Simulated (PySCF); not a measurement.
**Simulated absorption spectrum**

C₆H₈F₂GaN.
Numbering: `[F:1][CH:2]([F:3])[c:4]1[cH:5][cH:6][cH:7][cH:8][n+:9]1[GaH3-:10]` (hydrogens: H11 on C2; H12 on C5; H13 on C6; H14 on C7; H15 on C8; H16, H17, H18 on Ga10)

Geometry (PBE0-D3(BJ)/def2-SVP, Å), atoms numbered from 1 in this order:
```xyz
18
C6H8F2GaN angstrom
F      1.6172    2.1032    0.2288
C      0.5668    1.9398   -0.5893
F      1.0207    1.7733   -1.8451
C     -0.2624    0.7432   -0.1780
C     -1.6454    0.8766   -0.1054
C     -2.4209   -0.2319    0.2252
C     -1.7788   -1.4385    0.4716
C     -0.3908   -1.4868    0.3800
N      0.3515   -0.4222    0.0653
Ga     2.5138   -0.8401    0.1581
H     -0.0445    2.8592   -0.5599
H     -2.1076    1.8446   -0.3091
H     -3.5084   -0.1510    0.2881
H     -2.3352   -2.3399    0.7334
H      0.1679   -2.4098    0.5586
H      2.2944   -2.4132    0.0470
H      3.0931   -0.0986   -1.1010
H      2.8121   -0.2910    1.6095
```

Level of theory: PySCF, TDDFT CAM-B3LYP/def2-SVPD, vertical, gas phase, core orbitals frozen in the response. Relativistic effects, spin–orbit coupling among them, are left out although an element past zinc is present.

Computed states:

| state | E (eV) | f |
| --- | --- | --- |
| S1 | 4.81 | 0.011 |
| S2 | 4.96 | 0.032 |
| S3 | 5.39 | 0.031 |
| S4 | 5.56 | 0.015 |
| S5 | 5.71 | 0.0026 |
| S6 | 5.77 | 0.028 |
| S7 | 6.40 | 0.0016 |
| S8 | 6.41 | 0.028 |
| S9 | 6.75 | 0.0013 |
| S10 | 6.85 | 0.0007 |

Each state is given a Gaussian of 0.3 eV full width at half maximum, with ε(max) = 2.175×10⁸ f / Δν̃ (Δν̃ the width in cm⁻¹). The cross-section is σ = 3.8235×10⁻²¹ ε cm², given in Mb (10⁻¹⁸ cm²). The width is an assumption, not a result. The curve ends short of the highest state used, and states not computed would add to its high-energy end.

(1) Give the broadened spectrum and its maxima.

(2) On this curve, what absorbance would a 10⁻⁴ mol/L sample give at 280 nm over a 1 cm path?

(3) Coming from long wavelengths, where does ε first pass 100 L mol⁻¹ cm⁻¹?

## Answers

(1) 
λ (nm), σ (Mb) and a bar:
```
    198.4       4.63 ##########
    200.9       1.84 ####
    203.4       0.86 ##
    205.8       1.44 ###
    208.3       3.62 ########
    210.7       6.90 ###############
    213.2      10.27 #######################
    215.7      12.11 ###########################
    218.1      12.29 ###########################
    220.6      11.95 ###########################
    223.0      12.16 ###########################
    225.5      12.95 #############################
    227.9      13.42 ##############################
    230.4      12.67 ############################
    232.9      10.52 ########################
    235.3       7.94 ##################
    237.8       5.98 #############
    240.2       5.65 #############
    242.7       7.02 ################
    245.2       9.44 #####################
    247.6      11.73 ##########################
    250.1      13.10 #############################
    252.5      13.03 #############################
    255.0      11.68 ##########################
    257.4       9.63 ######################
    259.9       7.26 ################
    262.4       5.07 ###########
    264.8       3.35 #######
    267.3       2.03 #####
    269.7       1.16 ###
    272.2       0.60 #
    274.7       0.29 #
    277.1       0.13 
    279.6       0.05 
    282.0       0.02 
    284.5       0.01
```

Maxima: 251 nm (4.94 eV), ε about 3500, made up of S1 (18%) and S2 (82%); 228 nm (5.44 eV), ε about 3500, made up of S3 (72%) and S4 (25%); 217 nm (5.71 eV), ε about 3200, made up of S4 (20%) and S6 (69%) (hardly more than a shoulder) (ε in L mol⁻¹ cm⁻¹; maxima over ε = 5, shares over 10%). At its high-energy end, 6.25 eV, the curve is still rising (ε about 1200, from S8).

(2) 280 nm is 4.428 eV, where ε is about 12 L mol⁻¹ cm⁻¹, so A = ε c l ≈ 0.0012 (Beer–Lambert, with the gas-phase spectrum and the assumed width).

(3) At about 274 nm (4.53 eV), 0.28 eV below S1.

The vertical ionisation energy (ΔSCF) is 9.45 eV, 2.60 eV above S10.

One conformer stands for the species.
